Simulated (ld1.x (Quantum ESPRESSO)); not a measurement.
# germanium, PAW: configuration errors across variants

* Element: Ge (Z = 32)
* Generator: ld1.x (Quantum ESPRESSO) 7.5
* Type: PAW
* Functional: PBE
* Relativity: fully relativistic
* Frozen core: [Ar]
* Valence charge: 14
* Reference configuration: 3d10 4s1.75 4p2.25
* Partial waves: 4s (bound): rcut 1.25, rcutus 1.65 bohr; 4s channel at 0.95 Ry: rcut 1.25, rcutus 1.65 bohr; 4p (bound): rcut 1.20, rcutus 1.55 bohr; 4p channel at 2.7 Ry: rcut 1.20, rcutus 1.55 bohr; 3d (bound): rcut 0.75, rcutus 0.80 bohr; 3d channel at -0.55 Ry: rcut 0.75, rcutus 0.80 bohr
* Local potential: all-electron potential smoothed inside 0.95 bohr (lloc = -1)
* Core correction: Bessel-smoothed model core inside 0.50 bohr
* Augmentation charge: BESSEL, radius 0.60 bohr

Open shells are filled in proportion to 2j + 1 (rel_dist='average').

All-electron excitation energies from the reference (eV): (1) 3d10 4s2 4p2 -1.967; (2) 3d10 4s2 4p1 5.479; (3) 3d10 4s2 4p0 20.921; (4) 3d10 4s1 4p0 55.712; (5) 3d9 4s2 4p3 27.654; (6) 3d10 4s2 4p1.5 0.836; (7) 3d10 4s2 4p2.3 -2.851.

3 further variants failed, have other tests or too few solved ones, and are left out.

Errors AE − PS in meV (a dash: test not solved or not reliable):

```tsv
change	(1)	(2)	(3)	(4)	(5)	(6)	(7)	bound ghosts
base	+1.5	+2.5	+2.4	+19	-208	+2.0	+1.1	not determined
waves 4s (bound): rcut 1.25, rcutus 1.54 bohr; 4s channel at 0.95 Ry: rcut 1.25, rcutus 1.54 bohr	+0.3	+0.3	0.0	+9.8	-231	+0.3	+0.2	not determined
waves 4s (bound): rcut 1.25, rcutus 1.72 bohr; 4s channel at 0.95 Ry: rcut 1.25, rcutus 1.72 bohr	+2.2	+4.4	+5.8	+23	-201	+3.3	+1.7	not determined
waves 4s (bound): rcut 1.25, rcutus 1.82 bohr; 4s channel at 0.95 Ry: rcut 1.25, rcutus 1.82 bohr	+7.0	+16	+30	+50	-171	+11	+5.3	not determined
waves 4s (bound): rcut 1.25, rcutus 2.02 bohr; 4s channel at 0.95 Ry: rcut 1.25, rcutus 2.02 bohr	+23	+58	+114	+131	-123	+37	+17	not determined
waves 4s (bound): rcut 1.25, rcutus 2.18 bohr; 4s channel at 0.95 Ry: rcut 1.25, rcutus 2.18 bohr	+43	+104	+199	+229	-105	+69	+33	not determined
waves 4s (bound): rcut 1.25, rcutus 2.44 bohr; 4s channel at 0.95 Ry: rcut 1.25, rcutus 2.44 bohr	+73	+161	+290	+385	-80	+110	+57	not determined
```

(1) Give the same row for: waves 4s (bound): rcut 1.25, rcutus 2.34 bohr; 4s channel at 0.95 Ry: rcut 1.25, rcutus 2.34 bohr.

Answers

(1) +65, +147, +268, +341, -91, +100, +50; bound ghosts: not determined.
